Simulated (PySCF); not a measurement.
TaO₃, SMILES [O]=[Ta](=[O])=[O] (connectivity only; charge and spin as stated), neutral, multiplicity 2. Atoms are numbered in the order given.

```xyz
4

Ta     0.0284     0.1721     0.0000
O      0.7509    -0.5593     1.4269
O     -1.7605    -0.4518     0.0000
O      0.7509    -0.5593    -1.4269
```
Charge 0, spin multiplicity 2.

The structure is a stationary point at B3LYP-D3(BJ)/def2-TZVP. The spin state was assumed, not searched. The def2 effective core potentials stand for the cores of Ta; spin–orbit coupling is left out.

These are PySCF with TDA-LC-ωPBE/def2-SVPD values and carry that method's errors.

Vertical excitations. 

```tsv
state	energy (eV)	λ (nm)	f	main pairs
root 1	0.67	1863	0.000	β HOMO−1→LUMO 50 %, β HOMO−6→LUMO 24 %, β HOMO−5→LUMO 12 %, β HOMO−7→LUMO 10 %
root 2	1.49	831	0.001	β HOMO−6→LUMO 36 %, β HOMO−7→LUMO 35 %, β HOMO−2→LUMO 22 %
root 3	2.27	547	0.002	β HOMO→LUMO 96 %
root 4	3.35	370	0.001	α HOMO→LUMO 8 %, β HOMO→LUMO+1 80 %
root 5	3.48	357	0.000	β HOMO−2→LUMO 71 %, β HOMO−6→LUMO 15 %
root 6	3.52	353	0.000	α HOMO→LUMO 62 %, β HOMO−1→LUMO 11 %, β HOMO−7→LUMO 8 %
root 7	3.65	340	0.011	α HOMO→LUMO 21 %, β HOMO−1→LUMO 28 %, β HOMO−7→LUMO 14 %, β HOMO−5→LUMO 14 %, β HOMO−6→LUMO 6 %
root 8	3.74	332	0.012	β HOMO−1→LUMO+1 66 %, β HOMO−3→LUMO 15 %
root 9	3.96	313	0.005	β HOMO−3→LUMO 60 %, β HOMO−1→LUMO+1 22 %
root 10	4.17	298	0.004	α HOMO−2→LUMO 6 %, β HOMO−4→LUMO 43 %, β HOMO−2→LUMO+1 33 %, β HOMO−3→LUMO 7 %
```
Unrestricted roots are not spin-pure.
